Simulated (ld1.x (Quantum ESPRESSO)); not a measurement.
An all-electron radial function and its pseudo partner (chlorine (Cl))

Columns: radius, all-electron u(r) and pseudo u(r) of the 3p shell (level -8.58 eV) of chlorine in the configuration [Ne] 3s2 3p5; PBEsol, non-relativistic, PAW scheme, ld1.x (Quantum ESPRESSO) 7.5.

```tsv
r (bohr)	all-electron	pseudo
0.075	0.1327	-0.0078
0.150	0.2912	-0.0309
0.225	0.3590	-0.0681
0.300	0.3383	-0.1174
0.375	0.2567	-0.1765
0.450	0.1405	-0.2424
0.525	0.0097	-0.3123
0.600	-0.1222	-0.3832
0.675	-0.2469	-0.4522
0.750	-0.3597	-0.5171
0.825	-0.4584	-0.5759
0.900	-0.5423	-0.6274
0.975	-0.6116	-0.6708
1.050	-0.6669	-0.7060
1.125	-0.7091	-0.7332
1.200	-0.7397	-0.7530
1.275	-0.7600	-0.7662
1.350	-0.7714	-0.7736
1.425	-0.7753	-0.7757
1.500	-0.7728	-0.7728
1.575	-0.7651	-0.7651
1.650	-0.7530	-0.7530
1.725	-0.7376	-0.7376
1.800	-0.7194	-0.7194
1.875	-0.6992	-0.6992
1.950	-0.6774	-0.6774
```

**Question.** How many radial nodes do the two functions have?

**Answer.** The all-electron 3p function has n − l − 1 = 1; the pseudo-wave has 0, since the states of the same l below it are removed with the core.

**Question.** At about which radius was the pseudo-wave matched?

**Answer.** 1.50 bohr, where the columns begin to agree (steps of 0.07 bohr).

**Question.** Is the pseudo-wave norm-conserving?

**Answer.** No, it belongs to a PAW set: the norm inside the radius is not constrained, and the difference is carried by the augmentation charge.
